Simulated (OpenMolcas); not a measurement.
An OpenMolcas run meant for Ne⁺ (ANO-RCC-VDZ, DKH2; inactive shells 1s; intended active space 7 electrons in 4 orbitals (2s 2p)). One step of its input:

```
&CASPT2
Multistate=3 1 2 3
Frozen=0 0
IPEA=1.5
Imaginary=0.1
MaxIter=60
WThr=0.0 0.3 0.05
PrWF=0.5
NoMix
```

The run finished. Its levels beside those of a sound run (SS-CASPT2, IPEA 0.25 Eh, imaginary shift 0.1 Eh (closed shells correlated: 1s)), in cm⁻¹ above each run's lowest level:

```json
{"Level": "2s² 2p⁵ ²P°_3/2", "This run": "0.0", "Usual run": "0.0"}
{"Level": "2s² 2p⁵ ²P°_1/2", "This run": "792", "Usual run": "792"}
{"Level": "2s 2p⁶ ²S_1/2", "This run": "235534", "Usual run": "235424"}
```

Which setting is unsound, and how much does it matter here?

The IPEA shift is far above its usual 0.25 hartree. Against the sound run the excited levels shown move by 55 cm-1 on average and by 110 cm-1 at most.

Levels of configurations outside the active space are missing.

° marks odd parity.
